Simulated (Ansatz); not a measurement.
```yaml
atoms:
  - { symbol: Ag, position_ang: [0.0000, 0.0000, -0.5623] }
  - { symbol: Cl, position_ang: [0.0000, 0.0000, 1.5546] }
```

Basis set: def2-TZVP (spherical functions, with the set's core potentials past Kr). Frozen core: 5 orbitals. Charge 0, multiplicity 1.

Computed with Ansatz (development build ahead of 0.2.0); each method stands on the lowest determinant of its kind that the runs found. Restricted open shells among the atoms or ions are ROHF, correlated in semicanonical orbitals with singles.

The atomization energy at this shape (free ground-state atoms in the same class of orbitals less the molecule, no zero-point energy) of singlet AgCl:

| method | atomization energy |
| --- | --- |
| RHF-MP2 | 298.1 kJ/mol |

Question: What does RHF give?

Answer: 179.2 kJ/mol.
